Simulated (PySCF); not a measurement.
# Peak assignment

Atoms are numbered as in `[O:1]=[CH:2][CH2:3]/[C:4]([SiH3:5])=[CH:6]/[C:7]([F:8])([F:9])[F:10]`; H(Xn) means a hydrogen on atom n.

- NMR shieldings at PBE0/pcSseg-1/GIAO
- GFN2-xTB structure
- program: PySCF 2.14
- single conformer, no solvent model, rapidly exchanging positions averaged, non-relativistic Hamiltonian

δ = σ(ref) − σ, references computed at the same level: 13C (186.93 ppm) and 1H (31.72 ppm) against TMS.

Question: Assign these signals to the numbered atoms. 13C{1H} NMR (computed): δ 206.8, 157.5, 139.7, 132.0, 58.5.

Answer: 
| δ (ppm) | atoms | environment | reason |
| --- | --- | --- | --- |
| 206.8 | C2 | aldehyde carbonyl carbon | the double bond to the heteroatom, with no lone-pair donor beside it, deshields it most |
| 157.5 | C4 | fully substituted alkene carbon | an sp2 carbon of a C=C bond |
| 139.7 | C6 | alkene CH | an sp2 carbon of a C=C bond |
| 132.0 | C7 | CF3 carbon | 3 electronegative neighbours deshield it |
| 58.5 | C3 | sp3 CH2 α to a carbonyl | α to the electron-withdrawing carbonyl group |

Question: Assign these signals to the numbered atoms. 1H NMR (300 MHz, computed): δ 10.00 (t, 1H), 6.43 (m, 1H), 4.45 (s, 3H), 3.61 (d, 2H).

Answer: 
10.00 → H(C2), hydrogen on an aldehyde carbonyl carbon: the formyl region, downfield of aromatic protons
6.43 → H(C6), hydrogen on an alkene CH: attached to an sp2 carbon and in the plane of the double bond
4.45 → H(Si5), hydrogen on a silicon bonded to C
3.61 → H(C3), hydrogen on an sp3 CH2 α to a carbonyl

Splittings by 19F in the carbon and heteronuclear signals aren't shown, as no couplings were computed. Shifts are as computed. Against solution values, carbons near 30 ppm lie about +3 ppm off and those near 130 ppm about +5 ppm. Of 1211 compounds with measured shifts, 218 miss one by over three times the rms of a fit or turn the order of signals round; such compounds aren't used in these exercises. No couplings were computed; multiplicities are counted from neighbouring protons, with m where these are inequivalent, close in shift, in a saturated or five-membered ring or joined by F or P, and br s for small geminal =CH2 splittings.
